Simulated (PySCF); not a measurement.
C4H11ClSn, SMILES C[CH2][SnH]([Cl])[CH2]C, GFN2-xTB optimised geometry.

```
17

Sn    -0.42    -0.46     0.00
Cl    -1.08    -1.54     1.96
C      1.81    -0.46     0.00
C      2.40    -1.27    -1.13
C     -1.51     1.48     0.00
C     -3.01     1.32     0.11
H     -1.02    -1.51    -1.26
H      2.13     0.57    -0.05
H      2.12    -0.86     0.96
H      2.12    -0.86    -2.10
H      2.07    -2.31    -1.09
H      3.49    -1.26    -1.06
H     -1.12     2.05     0.84
H     -1.25     2.01    -0.92
H     -3.41     0.75    -0.72
H     -3.28     0.81     1.03
H     -3.49     2.31     0.11
```

Density from PBE0/def2-SVP, def2 effective core potentials past Kr in PySCF at that geometry. The core electrons that the potentials of Sn replace are not part of the density.

Minimum of the electron density along straight lines between bonded atoms, close to the bond critical point (lines longer than 1.1 times the sum of covalent radii, or with two minima, are not listed):

| bond | length / Å | ρ at the minimum / e bohr⁻³ | ∇²ρ there / e bohr⁻⁵ | position (fraction from the first atom) |
|---|---|---|---|---|
| Sn1–Cl2 | 2.328 | 0.080 | ___ | 0.47 |
| Sn1–C3 | 2.233 | 0.091 | 0.09 | 0.50 |
| C3–C4 | 1.512 | 0.246 | -0.56 | 0.51 |
| Sn1–C5 | 2.230 | 0.091 | 0.10 | 0.50 |
| C5–C6 | 1.512 | 0.245 | -0.56 | 0.51 |
| Sn1–H7 | 1.742 | 0.103 | 0.11 | 0.62 |
| C3–H8 | 1.088 | 0.275 | -0.99 | 0.63 |
| C3–H9 | 1.088 | 0.276 | -1.01 | 0.63 |
| C4–H10 | 1.087 | 0.277 | -1.01 | 0.62 |
| C4–H11 | 1.087 | 0.277 | -1.02 | 0.63 |
| C4–H12 | 1.090 | 0.275 | -1.00 | 0.62 |
| C5–H13 | 1.089 | 0.275 | -0.99 | 0.63 |
| C5–H14 | 1.088 | 0.275 | -0.99 | 0.62 |
| C6–H15 | 1.087 | 0.277 | -1.01 | 0.62 |
| C6–H16 | 1.087 | 0.278 | -1.03 | 0.63 |
| C6–H17 | 1.090 | 0.275 | -1.00 | 0.62 |

Q: Some entries are withheld; supply them.

A: 
- Sn1–Cl2, ∇²ρ there / e bohr⁻⁵: 0.22
